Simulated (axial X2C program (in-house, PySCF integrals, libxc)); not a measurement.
# RuS⁺: from the spin-free to the two-component result

Calculated with an in-house all-electron X2C program for linear molecules (integrals from PySCF). Spin-free means the one-electron spin-free X2C Hamiltonian; two-component (2c) means X2C with spin–orbit coupling and atomic mean-field two-electron Coulomb and Gaunt terms, so the difference of the two also holds small scalar two-electron terms. Basis: Ru dyall-cv3z [12s12p8d5f3g], S dyall-av3z [9s8p3d2f] (cores contracted in-house); Gaussian nuclei, density fitting, unrestricted open shells. Masses: Ru 101.904 u, S 31.972 u.

Spin-free state: M_S = 5/2, Λ = 0 (beyond evenly filled blocks: σα, π+α, π-α, δ+α, δ-α); fragments Ru+ + S.

```
level  Re (Å)  ωe (cm⁻¹)  De (eV)
  MP2   2.045      508.1    2.668
```

Correlated methods: 13 electrons correlated (number of frozen shells: Ru 4 s, 3 p, 1 d; S 2 s, 1 p), 291 virtual spin orbitals or spinors in MP2.

Dipoles are positive if S is the positive end and refer to the centre of mass.

Two-component determinant lowest at the distance of the search:

Ω = 5/2 (⟨Sz⟩ = 2.48, ⟨Lz⟩ = 0.02 at HF); fragments Ru+ + S.

```
level  Re (Å)  ωe (cm⁻¹)
  MP2   2.045      505.6
```

Task: From the two tables, how do the constants change at the MP2 level (2c against spin-free)?

Result: At the MP2 level Re is unchanged within 0.001 Å and ωe goes down by 2.5 cm⁻¹.

One determinant describes the state; a PBE0 search over occupations chose it and may have missed a lower one. De is counted from the lowest determinant-based energies of the atoms at the same level, without counterpoise correction. De is not given where an atomic determinant may have missed its ground term or J level, or where the truncated virtual space spoils (T). PBE0 can misorder states that lie within some tenths of an eV, so this need not be the ground state of the molecule. The nearest other spin-free determinant of the search, M_S = 3/2, Λ = 3, lies 0.50 eV up at the distance of the search. With several unpaired electrons one determinant need not be a pure state. This is the top spin component of a Σ state; components of lower Ω are not single determinants and can lie lower.
